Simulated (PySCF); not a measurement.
C₉H₁₀O.
Cartesian coordinates in Å at the PBE0-D3(BJ)/def2-SVP level; atoms count from 1:
```
atom  x, y, z in Å
O1     3.407   -1.428   -1.577
C2     3.228   -0.444   -0.902
C3     1.911    0.020   -0.436
C4     0.730   -0.590   -0.704
C5    -0.383    0.173   -0.063
C6     0.326    1.305    0.609
C7     1.651    1.209    0.389
C8    -1.374   -0.731    0.740
C9    -2.274   -0.813   -0.502
C10   -1.580    0.452   -1.029
H11    4.092    0.194   -0.580
H12    0.612   -1.499   -1.297
H13   -0.188    2.076    1.185
H14    2.423    1.890    0.753
H15   -1.844   -0.146    1.543
H16   -0.964   -1.657    1.167
H17   -2.043   -1.695   -1.119
H18   -3.362   -0.774   -0.349
H19   -2.107    1.364   -0.714
H20   -1.346    0.529   -2.101
```

Computed with PBE0-D3(BJ)/def2-SVP geometry optimisation, gas phase in PySCF.

Masses are those of the commonest isotopes; rigid-rotor values at the optimised geometry. The values belong to one conformer with, in the numbering `[O:1]=[CH:2][C:3]1=[CH:4][C:5]2([CH:6]=[CH:7]1)[CH2:8][CH2:9][CH2:10]2`, O1–C2–C3–C4 0°.

(1) Give the principal moments of inertia and the rotational constants in MHz.

(2) Classify the top.

(3) Is it planar, by Δ = Ic − Ia − Ib?

(4) Where do the levels up to J = 5 lie, in MHz?

(5) Predict some low-J microwave lines.

(6) Estimate the classical rotational partition function at 10 K, 298.15 K and 500 K.

Results:

(1) Ia = 177.62, Ib = 571.96, Ic = 671.49 u·Å²; 505379 MHz·u·Å²/I gives A = 2845, B = 883.6, C = 752.6 MHz.

(2) An asymmetric top. Ray's parameter κ = (2B − A − C)/(A − C) = -0.875; −1 is the prolate and +1 the oblate limit.

(3) Not planar: Δ = Ic − Ia − Ib = -78.08 u·Å². For a rigid frame Δ = −2 Σ m c², so Σ m c² = 39.04 u·Å² lies off the ab plane: 11.62 from hydrogen and 27.43 from heavier atoms. The atom farthest from that plane is 1.98 Å away.

(4) Above 0(0,0):
J = 1: 1(0,1) 1636, 1(1,1) 3598, 1(1,0) 3729
J = 2: 2(0,2) 4902, 2(1,2) 6739, 2(1,1) 7132, 2(2,1) 13017, 2(2,0) 13024
J = 3: 3(0,3) 9786, 3(1,3) 11448, 3(1,2) 12233, 3(2,2) 17926, 3(2,1) 17958, 3(3,1) 28066, 3(3,0) 28066
J = 4: 4(0,4) 16268, 4(1,4) 17718, 4(1,3) 19027, 4(2,3) 24466, 4(2,2) 24560, 4(3,2) 34623, 4(3,1) 34624, 4(4,1) 48802, 4(4,0) 48802
J = 5: 5(0,5) 24326, 5(1,5) 25546, 5(1,4) 27506, 5(2,4) 32633, 5(2,3) 32849, 5(3,3) 42823, 5(3,2) 42829, 5(4,2) 56997, 5(4,1) 56997, 5(5,1) 75228, 5(5,0) 75228
Those of J = 1 are B + C, A + C and A + B.

(5) The dipole components are |μa| = 3.05 D, |μb| = 1.73 D, |μc| = 0.00 D; the mirror of this Cs structure is the ab plane, so μc vanishes by symmetry and there are no c-type lines. Intensities carry the squares of the components, which stand as 1.00 : 0.32 (a : b). Some lines, for components of 0.1 D or more:

```tsv
type	branch	J(Ka,Kc)	MHz	lower level (cm⁻¹)
a	Q	2(1,1) ← 2(1,2)	393	0.225
b	R	2(0,2) ← 1(1,1)	1304	0.120
a	R	1(0,1) ← 0(0,0)	1636	0.000
b	Q	1(1,0) ← 1(0,1)	2093	0.055
b	Q	2(1,1) ← 2(0,2)	2230	0.164
b	R	3(0,3) ← 2(1,2)	3046	0.225
a	R	2(1,2) ← 1(1,1)	3141	0.120
a	R	2(0,2) ← 1(0,1)	3266	0.055
a	R	2(1,1) ← 1(1,0)	3403	0.124
b	R	1(1,1) ← 0(0,0)	3598	0.000
a	R	3(1,3) ← 2(1,2)	4708	0.225
a	R	3(0,3) ← 2(0,2)	4883	0.164
a	R	3(2,2) ← 2(2,1)	4909	0.434
a	R	3(2,1) ← 2(2,0)	4934	0.434
a	R	3(1,2) ← 2(1,1)	5101	0.238
b	Q	3(2,1) ← 3(1,2)	5724	0.408
b	Q	2(2,0) ← 2(1,1)	5891	0.238
b	Q	2(2,1) ← 2(1,2)	6278	0.225
b	Q	3(2,2) ← 3(1,3)	6478	0.382
b	R	3(1,3) ← 2(0,2)	6545	0.164
b	R	2(2,1) ← 1(1,0)	9288	0.124
b	R	2(2,0) ← 1(1,1)	9426	0.120
b	Q	3(3,0) ← 3(2,1)	10108	0.599
b	Q	3(3,1) ← 3(2,2)	10140	0.598
b	R	3(2,1) ← 2(1,2)	11218	0.225
b	R	3(3,1) ← 2(2,0)	15042	0.434
b	R	3(3,0) ← 2(2,1)	15048	0.434
```

(6) Point group Cs, symmetry number σ = 1; q = (√π/σ)·√((kT/h)³/(ABC)), k/h = 20836.6 MHz/K: 3880 at 10 K, 631000 at 298.15 K, 1370000 at 500 K.

No frequency check. These are rigid-rotor constants of the computed structure; measured ground-state constants (B0) also hold zero-point vibration.
